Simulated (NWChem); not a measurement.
SnH3I; SMILES [SnH3][I]

```xyz
5

Sn     0.0000     0.0000    -1.3363
I      0.0000     0.0000     1.3644
H      1.1548     1.1548    -1.8336
H      0.4227    -1.5775    -1.8336
H     -1.5775     0.4227    -1.8336
```
Atoms are numbered in this order, from 1.

Program: NWChem. Structure relaxed at the PBE0/def2-SVP (def2 core potentials past Kr) level.

Task: What does the run give for B3LYP/3-21G, non-relativistic? Quantities: highest occupied level (eV); orbital gap (eV); dipole (D).

Result: 
```yaml
highest occupied level (eV): -7.10
orbital gap (eV): 5.80
dipole (D): 2.52
```
